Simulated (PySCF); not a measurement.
C3H8O2Si.

```xyz
14

O      2.6650    -0.0358     0.5299
C      1.7645     0.0788    -0.5731
Si     0.0238     0.4401     0.0896
C     -1.0663    -0.9477     0.7995
O     -2.1837    -0.4638     0.0157
C     -1.5649     0.3967    -0.9672
H      2.7204     0.8334     0.9497
H      2.1037     0.8259    -1.3218
H      1.7761    -0.8941    -1.0931
H      0.1518     1.6394     0.9806
H     -0.7752    -1.9765     0.5031
H     -1.3245    -0.9638     1.8717
H     -2.1626     1.3129    -1.1127
H     -1.4727    -0.1084    -1.9511
```

Coordinates come from a r2SCAN-D4/def2-SVP optimisation. The structure was generated by enumeration, and PubChem lists no compound with its InChIKey, so it may never have been made. One conformer was computed; it need not be the lowest.

Level of theory: PySCF with PBE0/pcSseg-1. Non-relativistic, no solvent.

Q: Give the absolute GIAO shielding of each atom: isotropic value and principal components (ppm). (An estimate is asked for; the answer gives what the named calculation found.)

A: 
```json
[
 {"atom": "O1", "σ(iso)": "333.5", "σ11": "278.2", "σ22": "304.4", "σ33": "417.9", "span": "139.7"},
 {"atom": "C2", "σ(iso)": "128.9", "σ11": "96.8", "σ22": "111.3", "σ33": "178.6", "span": "81.9"},
 {"atom": "Si3", "σ(iso)": "346.2", "σ11": "311.8", "σ22": "352.6", "σ33": "374.1", "span": "62.3"},
 {"atom": "C4", "σ(iso)": "113.9", "σ11": "65.6", "σ22": "93.7", "σ33": "182.4", "span": "116.8"},
 {"atom": "O5", "σ(iso)": "307.5", "σ11": "228.4", "σ22": "328.3", "σ33": "365.7", "span": "137.2"},
 {"atom": "C6", "σ(iso)": "116.0", "σ11": "67.2", "σ22": "95.1", "σ33": "185.8", "span": "118.6"},
 {"atom": "H7", "σ(iso)": "32.2", "σ11": "22.9", "σ22": "29.6", "σ33": "44.2", "span": "21.4"},
 {"atom": "H8", "σ(iso)": "27.6", "σ11": "23.7", "σ22": "27.1", "σ33": "32.1", "span": "8.4"},
 {"atom": "H9", "σ(iso)": "27.3", "σ11": "23.5", "σ22": "26.7", "σ33": "31.6", "span": "8.1"},
 {"atom": "H10", "σ(iso)": "26.2", "σ11": "23.7", "σ22": "25.6", "σ33": "29.3", "span": "5.6"},
 {"atom": "H11", "σ(iso)": "26.7", "σ11": "23.4", "σ22": "25.8", "σ33": "30.9", "span": "7.4"},
 {"atom": "H12", "σ(iso)": "26.9", "σ11": "23.9", "σ22": "25.2", "σ33": "31.7", "span": "7.8"},
 {"atom": "H13", "σ(iso)": "27.1", "σ11": "24.1", "σ22": "25.1", "σ33": "32.1", "span": "8.0"},
 {"atom": "H14", "σ(iso)": "26.9", "σ11": "23.7", "σ22": "25.9", "σ33": "31.2", "span": "7.4"}
]
```
